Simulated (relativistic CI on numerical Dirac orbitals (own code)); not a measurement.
**Cu³⁺ in a cubic cluster: 2p photoemission with charge transfer**

Computed with a charge-transfer multiplet model of a cubic metal-ligand cluster with up to 2 ligand holes, Slater and spin-orbit integrals from Dirac-Coulomb-Breit ions, Slater integrals scaled by 0.8. The ground state mixes d8 with configurations of k ligand holes L, whose averages lie at kΔ + k(k − 1)U_dd/2; a core hole lowers each added d electron by U_cd. 20 K, Lorentzian 0.6 eV and Gaussian 0.8 eV FWHM.

Atomic integrals in eV (Slater integrals scaled, ζ unscaled), ground: F2dd 11.066, F4dd 6.905, zeta_d 0.110; with the core hole: F2dd 12.413, F4dd 7.786, zeta_d 0.150, zeta_core 13.370, F2cd 7.564, G1cd 5.867, G3cd 3.340.

Cluster parameters (eV): U_dd = 6.5, U_cd = 7.6, 10Dq = 0.25, 10Dq(ligand) = 0.6, V(eg) = 2.45, V(t2g) = -1.07, final-state hopping factor = 0.8.

```
      Case   n_d    d8   d9L  d10L2     S
Δ = 0.5 eV  8.51  0.53  0.44   0.04  1.00
Δ = 1.5 eV  8.42  0.61  0.37   0.03  1.00
Δ = 3.5 eV  8.27  0.74  0.25   0.01  1.00
Δ = 5.5 eV  8.18  0.83  0.17   0.00  1.00
Δ = 6.5 eV  8.15  0.86  0.14   0.00  1.00
```

Weights, n_d and S are thermal averages at 20 K. Binding energies count from the first peak over 30 % of the highest in each spectrum, which can be another peak from case to case. The parameters are a model scan and need not match a compound or its usual spin state. Peaks in eV (height, largest 100):
- Δ = 0.5 eV: 0.0 (100), 5.6 (36), 9.5 (8), 11.0 (12), 13.6 (7), 20.4 (47), 25.8 (25), 31.3 (12)
- Δ = 1.5 eV: 0.0 (100), 5.7 (41), 10.2 (13), 12.5 (8), 20.5 (47), 25.9 (25), 30.3 (14)
- Δ = 3.5 eV: 0.0 (100), 5.8 (36), 9.0 (9), 10.8 (8), 20.6 (44), 26.3 (24), 29.1 (8)
- Δ = 5.5 eV: 0.0 (100), 4.7 (33), 8.1 (11), 20.7 (45), 26.6 (20)
- Δ = 6.5 eV: 0.0 (100), 4.9 (33), 8.4 (11), 20.9 (46), 21.9 (38), 26.7 (17)

For the case Δ = 3.5 eV, Δ = 3.5 eV is smaller than U_dd = 6.5 eV, the charge-transfer side of the Zaanen-Sawatzky-Allen scheme. With the core hole the configuration with one ligand hole lies at Δ − U_cd = -7.1, -6.1, -4.1, -2.1, -1.1 eV from the one without, in the order of the table; where this is negative the screened configuration lies lower, though the effective hopping of about 2.6 eV (from the holes of the mixed ground state) mixes the two strongly wherever it is as large as the gap.
